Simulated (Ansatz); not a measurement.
```yaml
crystal:
  periodic: [false, false, false]
  atoms:
    - {symbol: F, position_ang: [0.670190, 0.230110, 1.526573]}
    - {symbol: C, position_ang: [0.083905, -0.180958, 1.050473]}
    - {symbol: C, position_ang: [-0.036983, -0.058977, 0.136308]}
    - {symbol: Al, position_ang: [-0.946917, -0.749238, -0.355095]}
    - {symbol: Si, position_ang: [0.657170, 0.689705, -0.551045]}
    - {symbol: H, position_ang: [-0.288627, -0.601204, 1.527157]}
    - {symbol: H, position_ang: [-1.696012, -1.350522, 0.368921]}
    - {symbol: H, position_ang: [-1.165726, -0.700317, -1.432038]}
    - {symbol: H, position_ang: [1.489357, 0.314826, -0.458097]}
    - {symbol: H, position_ang: [0.377571, 0.713055, -1.318957]}
    - {symbol: H, position_ang: [0.664951, 1.663381, -0.157435]}
basis:
  gaussian: {orbitals: def2-SVPD, nuclear_model: gaussian}
hamiltonian: {xc: {name: B3LYP}, dispersion: d3bjatm}
output: {forces: true}
```

```sh
$ ansatz run in.yaml --threads 4 --pin off --events-out ev --progress --plain --max-ram 10444MiB
```

Output, abridged:

```
Functional definition: B3LYP
1382 factors; their error is unknown
mean field evaluation 1: about -19238.5231 eV, gradient 1.2e2 eV
mean field evaluation 2: about -19108.6581 eV, gradient 2.2e2 eV
mean field evaluation 4: about -19264.5160 eV, gradient 6.0e0 eV
mean field evaluation 8: about -19264.5757 eV, gradient 2.1e-1 eV
mean field evaluation 16: about -19264.6840 eV, gradient 1.6e-4 eV
mean field -19264.68397408 eV, -707.9640779756 hartree, gradient 6.2e-5 eV, S^2 0.000000; 0 other end points of the search recorded, 0 dependent functions left out
reference -19264.68427913 eV, -707.9640891862 hartree; 27, 27 occupied and 132, 132 virtual orbitals, 1382 factors
Total energy: -19265.23575702 eV, -707.9843556248 hartree
Atom 0 at     0.670190     0.230110     1.526573 Å, force    85.601262    58.890163    73.052032 eV/Å
Atom 1 at     0.083905    -0.180958     1.050473 Å, force   -47.131314   -42.549082    -4.196683 eV/Å
Atom 2 at    -0.036983    -0.058977     0.136308 Å, force    -8.102162     3.311181   -32.771735 eV/Å
Atom 3 at    -0.946917    -0.749238    -0.355095 Å, force   -30.875797   -25.657752   -11.450913 eV/Å
Atom 4 at     0.657170     0.689705    -0.551045 Å, force    16.332780    28.832812    16.497870 eV/Å
Atom 5 at    -0.288627    -0.601204     1.527157 Å, force   -22.710634   -25.111382    23.785029 eV/Å
Atom 6 at    -1.696012    -1.350522     0.368921 Å, force    -7.645318    -6.412911     7.043919 eV/Å
Atom 7 at    -1.165726    -0.700317    -1.432038 Å, force    -4.362646     0.116951   -19.028110 eV/Å
Atom 8 at     1.489357     0.314826    -0.458097 Å, force    39.689109   -16.273343     3.113084 eV/Å
Atom 9 at     0.377571     0.713055    -1.318957 Å, force   -21.397695     3.201812   -64.281168 eV/Å
Atom 10 at     0.664951     1.663381    -0.157435 Å, force     0.602415    21.651552     8.236674 eV/Å
Dipole moment:     0.247764     0.012656     0.489996 e Å
```

Question: What is wrong with this run?

Answer: The geometry is squeezed to about two thirds of its size. Self-consistency was reached. The result belongs to that input, not to the molecule as meant.

B3LYP here is the variant with VWN-RPA as its local correlation; programs differ in this.
